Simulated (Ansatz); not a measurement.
Which isomer of BH3O2Sn gives these data?

These gas-phase data were calculated for one isomer of BH3O2Sn at PBE-D3(BJ)/def2-SVP (harmonic, unscaled wavenumbers; equilibrium rotational constants with average atomic masses):

| Item | Value |
| --- | --- |
| rotational constants | 14.18, 1.887, 1.665 GHz |
| all wavenumbers above 1500 cm⁻¹ | 3485, 2544, 1534 |

Candidates:

(1) `B[O][Sn][OH]`, a singlet
(2) `OB[O][SnH]`, a singlet

Problem. Assign the data to one candidate and say why.

Solution. Candidate (2). 1 mode lies between 2350 and 2900 cm⁻¹, one for each B–H bond, while (1) has 2.

The same quantities for all candidates:

```
     rotational constants (GHz)  wavenumbers above 1500 cm⁻¹  E above the lowest, PBE-D3(BJ)/def2-SVP (kcal/mol)
(1)         8.581, 2.862, 2.146             3663, 2506, 2397                                                14.3
(2)         14.18, 1.887, 1.665             3485, 2544, 1534                                                 0.0
```

Harmonic stretches to hydrogen usually lie a few per cent above observed fundamentals. Each candidate is one conformer. Atoms past krypton carry core potentials. Programs: Ansatz 0.2.0.
